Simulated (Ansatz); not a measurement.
C4H11InO (`[CH3][InH][O]C(C)C`): the same geometry under several functionals.

```yaml
crystal:
  periodic: [false, false, false]
  atoms:
    - {symbol: C, position_ang: [1.202916, 2.927826, -1.379517]}
    - {symbol: In, position_ang: [-0.155586, 1.604364, -0.402991]}
    - {symbol: O, position_ang: [0.742550, -0.177976, -0.268873]}
    - {symbol: C, position_ang: [0.208629, -1.340779, 0.303529]}
    - {symbol: C, position_ang: [-1.030191, -1.814806, -0.439849]}
    - {symbol: C, position_ang: [-0.069189, -1.159884, 1.787485]}
    - {symbol: H, position_ang: [0.762143, 3.323080, -2.295984]}
    - {symbol: H, position_ang: [1.451714, 3.768852, -0.730484]}
    - {symbol: H, position_ang: [2.110188, 2.374973, -1.621386]}
    - {symbol: H, position_ang: [-1.739654, 1.736989, 0.244232]}
    - {symbol: H, position_ang: [0.980481, -2.119162, 0.199353]}
    - {symbol: H, position_ang: [-0.809751, -1.931230, -1.503217]}
    - {symbol: H, position_ang: [-1.386864, -2.774158, -0.054894]}
    - {symbol: H, position_ang: [-1.843518, -1.088541, -0.330340]}
    - {symbol: H, position_ang: [-0.391078, -2.095705, 2.252653]}
    - {symbol: H, position_ang: [0.830951, -0.812909, 2.299580]}
    - {symbol: H, position_ang: [-0.863760, -0.420913, 1.940693]}
basis:
  gaussian: {orbitals: def2-TZVPP}
hamiltonian: {xc: r2scan, dispersion: d4}
output: {forces: true, orbitals: {seedname: orbitals}}
```

```sh
$ ansatz run in.yaml --threads 2 --pin off --events-out ev --progress --plain --backend cuda
```

Shortened log:

```
Functional definition: r2SCAN
1908 factors; their error is unknown
mean field evaluation 1: about -11526.2176 eV, gradient 1.0e2 eV
mean field evaluation 2: about -11418.9863 eV, gradient 2.1e2 eV
mean field evaluation 4: about -11549.0055 eV, gradient 1.2e1 eV
mean field evaluation 8: about -11549.3905 eV, gradient 1.4e-1 eV
mean field evaluation 16: about -11549.3578 eV, gradient 1.4e-2 eV
mean field -11549.35781555 eV, -424.4310712855 hartree, gradient 6.3e-5 eV, S^2 0.000000; 0 other end points of the search recorded, 0 dependent functions left out
reference -11549.35783421 eV, -424.4310719712 hartree; 32, 32 occupied and 327, 327 virtual orbitals, 1908 factors
Total energy: -11549.45011669 eV, -424.4344632901 hartree
Atom 0 at     1.202916     2.927826    -1.379517 Å, force     0.063773     0.016932    -0.033633 eV/Å
Atom 1 at    -0.155586     1.604364    -0.402991 Å, force    -0.139188     0.092729     0.033314 eV/Å
Atom 2 at     0.742550    -0.177976    -0.268873 Å, force     0.194069     0.183492    -0.138198 eV/Å
Atom 3 at     0.208629    -1.340779     0.303529 Å, force    -0.025330    -0.245828     0.083460 eV/Å
Atom 4 at    -1.030191    -1.814806    -0.439849 Å, force    -0.115075    -0.043766    -0.078928 eV/Å
Atom 5 at    -0.069189    -1.159884     1.787485 Å, force    -0.019223     0.021283     0.142726 eV/Å
Atom 6 at     0.762143     3.323080    -2.295984 Å, force     0.008980    -0.013394     0.027576 eV/Å
Atom 7 at     1.451714     3.768852    -0.730484 Å, force    -0.009819    -0.025079    -0.015505 eV/Å
Atom 8 at     2.110188     2.374973    -1.621386 Å, force    -0.020446     0.016566     0.004625 eV/Å
Atom 9 at    -1.739654     1.736989     0.244232 Å, force     0.021222    -0.004022    -0.008125 eV/Å
Atom 10 at     0.980481    -2.119162     0.199353 Å, force     0.022851    -0.011096    -0.006532 eV/Å
Atom 11 at    -0.809751    -1.931230    -1.503217 Å, force    -0.005676     0.003269     0.011708 eV/Å
Atom 12 at    -1.386864    -2.774158    -0.054894 Å, force     0.002972     0.008194    -0.004635 eV/Å
Atom 13 at    -1.843518    -1.088541    -0.330340 Å, force     0.018589    -0.000888     0.003034 eV/Å
Atom 14 at    -0.391078    -2.095705     2.252653 Å, force     0.003524     0.008630    -0.003127 eV/Å
Atom 15 at     0.830951    -0.812909     2.299580 Å, force    -0.012253    -0.001302    -0.004224 eV/Å
Atom 16 at    -0.863760    -0.420913     1.940693 Å, force     0.011030    -0.005720    -0.013536 eV/Å
Dipole moment:    -0.143222     0.230723    -0.005572 e Å
```

Run time 6 s (2 threads of an AMD EPYC 7R13 on a shared host and a share of an NVIDIA H100 80 GB); peak host memory 0.91 GiB.

The same input with `hamiltonian: {xc: {name: CAM-B3LYP}, dispersion: d4}` and no forces (abridged; 7 s):

```
Functional definition: CAM-B3LYP
mean field evaluation 16: about -11547.3569 eV, gradient 6.4e-4 eV
mean field -11547.35691937 eV, -424.3575397073 hartree, gradient 6.5e-5 eV, S^2 0.000000
Total energy: -11547.66669842 eV, -424.3689238772 hartree
```

The same input with `hamiltonian: {xc: {name: wB97X-V}}` and no forces (abridged; 10 s):

```
Functional definition: wB97X-V
mean field evaluation 16: about -11548.7806 eV, gradient 2.5e-4 eV
mean field -11548.78055555 eV, -424.4098573718 hartree, gradient 3.5e-5 eV, S^2 0.000000
Total energy: -11548.78055265 eV, -424.4098572651 hartree
```

With the line `hamiltonian: {xc: {name: B97M-V}}` and no forces (abridged; 7.5 s):

```
Functional definition: B97M-V
mean field evaluation 16: about -11550.8324 eV, gradient 4.3e-3 eV
mean field -11550.83240238 eV, -424.4852613521 hartree, gradient 5.2e-5 eV, S^2 0.000000
Total energy: -11550.83249256 eV, -424.4852646661 hartree
```

With the line `hamiltonian: {xc: {name: LC-wPBE}}` and no forces (abridged; 7 s):

```
Functional definition: LC-wPBE
mean field evaluation 16: about -11548.2775 eV, gradient 2.2e-4 eV
mean field -11548.27754121 eV, -424.3913719357 hartree, gradient 5.8e-5 eV, S^2 0.000000
Total energy: -11548.27754122 eV, -424.3913719361 hartree
```

The same input with `hamiltonian: {xc: {name: BLYP}, dispersion: d4}` and no forces (abridged; 6.5 s):

```
Functional definition: BLYP
mean field evaluation 16: about -11546.8567 eV, gradient 8.3e-3 eV
mean field -11546.85666153 eV, -424.3391555707 hartree, gradient 3.0e-5 eV, S^2 0.000000
Total energy: -11547.63400345 eV, -424.3677223592 hartree
```
